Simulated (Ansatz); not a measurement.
Reaction (isomerisation): `C1CO[SiH2]N1` → `C/C(O)=N\[SiH3]`

Gas-phase electronic energies from Ansatz, PBE0-D4/def2-TZVP geometries. CCSD(T)/CBS is the MP2 limit (def2-TZVPP, def2-QZVPP) plus CCSD(T) − MP2 in def2-TZVPP, frozen cores. Functionals use def2-TZVPP. Each species was taken in one conformer, which may not be the lowest.

```tsv
level	ΔE (kJ/mol)
r2SCAN-D4	71.9
PBE0-D4	81.1
HF/def2-QZVPP	80.9
MP2/CBS(def2)	93.8
```

**Question.** What does CCSD(T)/CBS give? (Estimate.)

**Answer.** The calculation gave: +88.5 kJ/mol. The listed levels differ from it by -16.6, -7.4, -7.6, 5.3 kJ/mol.

Largest T1 diagnostic among the species: 0.013.

In def2-TZVPP, CCSD(T) changes the Hartree–Fock value by +4.5 kJ/mol (the triples alone add −4.8 kJ/mol) and MP2 by +9.8 kJ/mol. The D4 term adds +3.7 kJ/mol with B3LYP and +1.6 kJ/mol with PBE0; it sums over pairs of atoms, weighted by their polarisabilities, and B3LYP, whose exchange is more repulsive, gets the larger term.

B3LYP here is the variant with VWN-RPA as its local correlation; programs differ in this.
